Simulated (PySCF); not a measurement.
C₄H₁₁NSi, SMILES C(/N=C(/[SiH3])C)C.

The structure is a stationary point at r2SCAN-D4/def2-SVP. The structure was generated by enumeration; whether it is a known compound was not checked. Other conformers were not sampled.

Two levels are set side by side: PBE/def2-TZVP (PySCF) and M06-2X/def2-TZVP (PySCF). Same geometry, gas phase. Differences are taken from unrounded values.

```json
[
 {"quantity": "orbital gap (eV)", "M06-2X": "8.49"},
 {"quantity": "highest occupied level (eV)", "M06-2X": "-8.17"},
 {"quantity": "lowest empty level (eV)", "M06-2X": "0.31"},
 {"quantity": "dipole moment (D)", "M06-2X": "2.00"},
 {"quantity": "mean polarisability (bohr³)", "M06-2X": "85.3"}
]
```

Task: What does PBE give, and how far is it from M06-2X? (An estimate is asked for; the answer gives what the named calculation found.)

Result: 
```csv
quantity,PBE,PBE minus M06-2X
orbital gap (eV),3.75,-4.73
highest occupied level (eV),-5.48,2.70
lowest empty level (eV),-1.72,-2.04
dipole moment (D),2.03,0.03
mean polarisability (bohr³),90.3,5.0
```

PBE's occupied levels lie high since its potential decays too fast outside the molecule; exact exchange lowers them and widens the gap. Loosely held outer electrons make PBE densities more polarisable. Differences between two approximate levels are no errors against the true value.

Rough cost on one machine, each run with all the roots and properties that it gave: M06-2X against PBE about 4 times.
